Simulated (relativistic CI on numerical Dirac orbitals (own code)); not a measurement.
**d8 in a ligand field**

Computed with a parametric ligand-field model of a d^n configuration (Racah B and C, spin-orbit zeta, crystal field), exact diagonalisation.

Field parameters in Wybourne normalisation: D3d B²₀ = −7Dσ, B⁴₀ = −14Dq − 21Dτ, B⁴₃ = −14√(10/7) Dq; D4h B²₀ = −7Ds, B⁴₀ = 21(Dq − Dt), B⁴₄ = 21√(5/14) Dq; Oh B⁴₀ = 21Dq, B⁴₄ = √(5/14) B⁴₀; Td as Oh with Dq negative (B⁴₀ = 21Dq, B⁴₄ = √(5/14) B⁴₀). The field is a parameter set, without covalency.

(1) Ground term and bands for B = 1030, C = 5140, ζ = 0 cm⁻¹, D4h, 10Dq = 25350, Ds = 2520, Dt = 870 cm⁻¹?

(2) A d8 ion in Td symmetry has the ground term 3T1 and bands at 3T2 1497 cm⁻¹, 3A2 3297 cm⁻¹ (3033 nm), 1T2 7339 cm⁻¹ (1363 nm), 1E 7789 cm⁻¹ (1284 nm), 3T1 9144 cm⁻¹ (1094 nm), 1T2 11225 cm⁻¹ (891 nm). Which parameters reproduce them?

(3) Ground term and bands for B = 520, C = 2660, ζ = 0 cm⁻¹, D4h, 10Dq = 20600, Ds = 3000, Dt = -180 cm⁻¹?

(4) Ground term and bands for B = 420, C = 1690, ζ = 0 cm⁻¹, D3d, 10Dq = 16000, Dσ = -1200, Dτ = 40 cm⁻¹?

(5) A d8 ion in Oh symmetry has the ground term 3A2 and bands at 3T2 8500 cm⁻¹ (1176 nm), 3T1 14245 cm⁻¹ (702 nm), 1E 16536 cm⁻¹ (605 nm), 1T2 24551 cm⁻¹ (407 nm), 1A1 26163 cm⁻¹ (382 nm), 3T1 26255 cm⁻¹ (381 nm). Which parameters reproduce them?

Answers

(1) Ground term 3B1 with 2.00 electrons in the two orbitals of the cubic e set. Spin-allowed: 3E 15794 cm⁻¹ (633 nm), 3A2 21694 cm⁻¹ (461 nm), 3B2 25350 cm⁻¹ (394 nm), 3E 34735 cm⁻¹ (288 nm). Lowest spin-forbidden: 1A1 9444 cm⁻¹ (1059 nm), 1B1 18231 cm⁻¹ (549 nm), 1E 33077 cm⁻¹ (302 nm).

(2) B = 530, C = 2090, ζ = 0 cm⁻¹, Td, 10Dq = -1800 cm⁻¹.

(3) Ground term 3B1 with 2.00 electrons in the two orbitals of the cubic e set. Spin-allowed: 3A2 15470 cm⁻¹ (646 nm), 3E 20411 cm⁻¹ (490 nm), 3B2 20600 cm⁻¹ (485 nm), 3E 34471 cm⁻¹ (290 nm). Lowest spin-forbidden: 1A1 1735 cm⁻¹, 1B1 9416 cm⁻¹ (1062 nm), 1A2 21060 cm⁻¹ (475 nm).

(4) Ground term 3A2 with 2.01 electrons in the two orbitals of the cubic e set. Spin-allowed: 3E 15349 cm⁻¹ (652 nm), 3A1 17560 cm⁻¹ (569 nm), 3A2 21192 cm⁻¹ (472 nm), 3E 21224 cm⁻¹ (471 nm). Lowest spin-forbidden: 1E 6632 cm⁻¹ (1508 nm), 1A1 12305 cm⁻¹ (813 nm), 1E 21432 cm⁻¹ (467 nm).

(5) B = 1000, C = 4590, ζ = 0 cm⁻¹, Oh, 10Dq = 8500 cm⁻¹.
